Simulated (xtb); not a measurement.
FO2W, doublet, from a rough starting geometry (GFN-xTB shapes and energies of metal compounds can be far from the true ones) (the multiplicity is a formal guess).

xtb was given this input:
```
$ xtb mol.xyz --gfn 2 --uhf 1 --opt vtight --json

# file mol.xyz
4

W      0.05829932     0.14429223     0.08315453
O      1.58527748    -0.36841646    -0.47313515
O     -0.61813139    -0.79740887     1.36568998
F     -1.13549047     0.96616997    -1.06659308
```

Task: What does this run give for the dipole moment, total energy at the end of the optimisation?

Result: 
The dipole moment is 4.12 D. The total energy at the end of the optimisation is -15.3042 Eh.
